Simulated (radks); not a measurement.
Results of a calculation; reference values are marked as such.
Problem. Successive ionisation energies (eV) of one element, from differences of total energies of ions in their ground configurations, starting at charge 22: 588.38, 735.51, 785.26, 836.09, 887.95, 940.83, 994.69, 1063.3, 1120.1, 1177.9, 1236.6, 1296.3, 1356.9, 1418.5, 1714.6, 1772.7, 1831.1, 1889.9, 1949.0, 2024.1, 2085.2, 2146.8. Code: a radial shooting solver on a logarithmic mesh with Libxc functionals. Model: non-relativistic Kohn-Sham, PBE, spin-polarised, spherical densities, point nucleus; open shells are filled with parallel spins first (spin-orbit coupling, left out, can overturn this in heavy ions); relativity is left out, which matters for an element this heavy. Which element is it?

Solution. Lead (Z = 82). The first species listed is Pb22+ in [Kr] 4d10 4f13 5s1, the last Pb43+ in [Kr] 4d3.
